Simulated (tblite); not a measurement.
Species: C3H4ClGaO2.
Atom-mapped SMILES: `[Cl:1][C:2]1=[CH:3][CH:4]=[O+:5][GaH2-:6][O:7]1` (hydrogens: H8 on C3; H9 on C4; H10, H11 on Ga6)
Bond orders are those of one Lewis drawing.

Computed with GFN2-xTB (tblite), gas phase: L-BFGS steps from a force-field or distance-geometry start until the largest atomic force falls under 0.01 eV/Å.

Step 6: E = -609.2837 eV
```
atom  x, y, z in Å  |  force x, y, z in eV/Å
Cl1     2.5438   -1.7540   -0.1584    0.120  -0.090  -0.004
C2      1.0969   -0.8156   -0.0678   -0.229   0.137  -0.006
C3      1.2522    0.5683   -0.1404    0.022  -0.154   0.034
C4      0.1720    1.4301   -0.0758    0.218  -0.103  -0.043
O5     -1.0429    1.1026    0.0475   -0.181  -0.181   0.028
Ga6    -1.7930   -0.6719    0.1878    0.136   0.010  -0.022
O7      0.0349   -1.4671    0.0506   -0.154   0.258   0.014
H8      2.2426    0.9623   -0.2414    0.171   0.111  -0.028
H9      0.3855    2.5008   -0.1429   -0.021   0.113   0.007
H10    -2.5652   -0.9827   -1.0809   -0.062  -0.058  -0.231
H11    -2.3214   -0.8702    1.5958   -0.020  -0.042   0.251
```

Step 7: E = -609.2933 eV
```
atom  x, y, z in Å  |  force x, y, z in eV/Å
Cl1     2.5374   -1.7511   -0.1580    0.114  -0.131  -0.002
C2      1.0914   -0.8116   -0.0673   -0.184   0.135  -0.008
C3      1.2581    0.5721   -0.1404    0.087  -0.162   0.024
C4      0.1744    1.4273   -0.0758    0.123  -0.020  -0.038
O5     -1.0397    1.0853    0.0474   -0.022   0.002   0.006
Ga6    -1.8032   -0.6767    0.1887    0.122   0.010  -0.013
O7      0.0258   -1.4576    0.0511   -0.036   0.251   0.004
H8      2.2526    0.9695   -0.2432   -0.001   0.015  -0.006
H9      0.3916    2.5018   -0.1433   -0.135  -0.009   0.022
H10    -2.5644   -0.9847   -1.0925   -0.050  -0.051  -0.155
H11    -2.3184   -0.8715    1.6074   -0.019  -0.040   0.165
```

**Question.** Estimate the geometry and energy of step 8. (The exact step hangs on the optimiser's Hessian estimate; all steps are aligned on step 7, rigid shifts and turns removed.)

**Answer.** E = -609.2982 eV, largest force 0.178 eV/Å
```
atom  x, y, z in Å  |  force x, y, z in eV/Å
Cl1     2.5363   -1.7520   -0.1579    0.042  -0.121   0.002
C2      1.0859   -0.8085   -0.0673    0.003   0.105  -0.014
C3      1.2629    0.5724   -0.1401    0.043  -0.053   0.011
C4      0.1763    1.4255   -0.0764    0.080  -0.016  -0.023
O5     -1.0376    1.0768    0.0474    0.076   0.096  -0.009
Ga6    -1.8058   -0.6788    0.1889    0.045  -0.005   0.000
O7      0.0196   -1.4484    0.0515   -0.041   0.158   0.004
H8      2.2578    0.9733   -0.2442   -0.059  -0.036   0.004
H9      0.3921    2.5021   -0.1431   -0.167  -0.057   0.024
H10    -2.5649   -0.9867   -1.1012   -0.020  -0.038  -0.073
H11    -2.3174   -0.8729    1.6163   -0.003  -0.033   0.074
```

The energy changes by -0.0049 eV. The first-order estimate −F·Δx gives -0.0072 eV and the mean of the old and new forces, exact on a quadratic surface, -0.0049 eV. The step makes an angle of 53° with the force vector and moves no atom by more than 0.011 Å.

What follows is the cost of the whole relaxation. Time: 0.28 s. Hardware: Arm Neoverse N1, one thread, on a shared host.
